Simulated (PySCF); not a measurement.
input.py for RbH

Input:

```python
from pyscf import gto, scf

mol = gto.M(
    atom='Rb 0 0 0; H 0 0 2.737',
    basis='lanl2dz',
    ecp={'Rb': 'lanl2dz'},
    charge=0,
    spin=0,
    verbose=4,
)
mf = scf.RHF(mol)
mf = scf.addons.smearing_(mf, sigma=0.01, method='fermi')
mf.kernel()
mf.dip_moment()
print('orbital energies (hartree):', mf.mo_energy[..., max(0, mol.nelec[1]-3):mol.nelec[0]+3].round(4))
```

```bash
$ python input.py
```

It prints:

```
PySCF version 2.14.0

[INPUT] verbose = 4
[INPUT] num. atoms = 2
[INPUT] num. electrons = 10
[INPUT] charge = 0
[INPUT] spin (= nelec alpha-beta = 2S) = 0
[INPUT] symmetry False subgroup None
[INPUT] Mole.unit = angstrom
[INPUT] Symbol           X                Y                Z      unit          X                Y                Z       unit  Magmom
[INPUT]  1 Rb     0.000000000000   0.000000000000   0.000000000000 AA    0.000000000000   0.000000000000   0.000000000000 Bohr   0.0
[INPUT]  2 H      0.000000000000   0.000000000000   2.737000000000 AA    0.000000000000   0.000000000000   5.172180402935 Bohr   0.0

nuclear repulsion = 1.74007851599562
number of shells = 7
number of NR pGTOs = 27
number of NR cGTOs = 14
basis = lanl2dz
ecp = {'Rb': 'lanl2dz'}

******** <class 'pyscf.scf.smearing.SmearingRHF'> ********
method = SmearingRHF
initial guess = minao
damping factor = 0
level_shift factor = 0
DIIS = <class 'pyscf.scf.diis.CDIIS'>
diis_start_cycle = 1
diis_space = 8
diis_damp = 0
SCF conv_tol = 1e-09
SCF conv_tol_grad = None
SCF max_cycles = 50
direct_scf = True
direct_scf_tol = 1e-13
Set gradient conv threshold to 3.16228e-05
Initial guess from minao.
init E= -23.9680056827636
    sigma = 0.01  Optimized mu = -0.113265377299  entropy = 0.00269452259658
    Total E(T) = -24.0745437942352  Free energy = -24.0745707394612  E0 = -24.0745572668482
cycle= 1 E= -24.0745437942352  delta_E= -0.107  |g|= 0.118  |ddm|= 1.15
    sigma = 0.01  Optimized mu = -0.0882435743709  entropy = 0.012429970239
    Total E(T) = -24.0915881996493  Free energy = -24.0917124993517  E0 = -24.0916503495005
cycle= 2 E= -24.0915881996493  delta_E= -0.017  |g|= 0.0151  |ddm|= 0.303
    sigma = 0.01  Optimized mu = -0.108858071708  entropy = 0.00170531017205
    Total E(T) = -24.0919400044586  Free energy = -24.0919570575603  E0 = -24.0919485310095
cycle= 3 E= -24.0919400044586  delta_E= -0.000352  |g|= 0.00196  |ddm|= 0.0495
    sigma = 0.01  Optimized mu = -0.109563731901  entropy = 0.00158577597223
    Total E(T) = -24.091970990597  Free energy = -24.0919868483567  E0 = -24.0919789194768
cycle= 4 E= -24.091970990597  delta_E= -3.1e-05  |g|= 0.000405  |ddm|= 0.0202
    sigma = 0.01  Optimized mu = -0.109551618975  entropy = 0.0015965059957
    Total E(T) = -24.0919731091598  Free energy = -24.0919890742198  E0 = -24.0919810916898
cycle= 5 E= -24.0919731091598  delta_E= -2.12e-06  |g|= 7.97e-05  |ddm|= 0.00509
    sigma = 0.01  Optimized mu = -0.109491155132  entropy = 0.00160740911333
    Total E(T) = -24.0919730410631  Free energy = -24.0919891151542  E0 = -24.0919810781086
cycle= 6 E= -24.0919730410631  delta_E= 6.81e-08  |g|= 5.09e-06  |ddm|= 0.000652
    sigma = 0.01  Optimized mu = -0.109495138699  entropy = 0.00160700094343
    Total E(T) = -24.0919730452859  Free energy = -24.0919891152953  E0 = -24.0919810802906
cycle= 7 E= -24.0919730452859  delta_E= -4.22e-09  |g|= 6.72e-07  |ddm|= 6.7e-05
    sigma = 0.01  Optimized mu = -0.109494994686  entropy = 0.00160701493496
    Total E(T) = -24.0919730451489  Free energy = -24.0919891152982  E0 = -24.0919810802235
cycle= 8 E= -24.0919730451489  delta_E= 1.37e-10  |g|= 1.48e-07  |ddm|= 7.94e-06
    sigma = 0.01  Optimized mu = -0.109495066965  entropy = 0.00160700664766
    Total E(T) = -24.0919730452317  Free energy = -24.0919891152982  E0 = -24.091981080265
Extra cycle  E= -24.0919730452317  delta_E= -8.29e-11  |g|= 2.38e-08  |ddm|= 5.07e-07
converged SCF energy = -24.0919730452317
Dipole moment(X, Y, Z, Debye):  0.00000,  0.00000, -10.45876
orbital energies (hartree): [-0.8013 -0.7941 -0.2121 -0.0054  0.02    0.02  ]
```

In short: E(SCF) = -24.091973 Eh, 8 cycles, μz(SCF) = -10.46 D.

Wall time 0.78 s on one thread of a shared host.

Stability towards an unrestricted solution was not tested. The bond length is a typed value, not an optimised one.
